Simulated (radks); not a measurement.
The numbers below are computed, except where a source is named.
Correlation energies from several functionals, in hartree. Species: Pd [Kr] 4d10; Ca+ [Ar] 4s1; Eu [Xe] 4f7 6s2; Xe [Xe]. Code: a radial shooting solver on a logarithmic mesh with Libxc functionals. Model: non-relativistic Kohn-Sham, PBE, spin-polarised, spherical densities, point nucleus. Every spin shell is full or empty, so the densities are truly spherical. Functionals are evaluated on that one density, not self-consistently.

functional	Pd	Ca+	Eu	Xe
PW92	-4.3417	-1.5363	-6.1731	-5.1784
Chachiyo	-4.2824	-1.5099	-6.0897	-5.1111
PBE	-2.4143	-0.74949	-3.5224	-2.9169
LYP	-2.3159	-0.80439	-3.2452	-2.7456
P86	-2.7351	-0.85628	-3.9854	-3.3082
PW91	-2.6075	-0.82171	-3.7955	-3.1476
TPSS	-2.4162	-0.75220	-3.5245	-2.9189
r2SCAN	-2.4324	-0.75062	-3.5850	-2.9247
B95	-2.9222	-0.88750	-4.3433	-3.5543
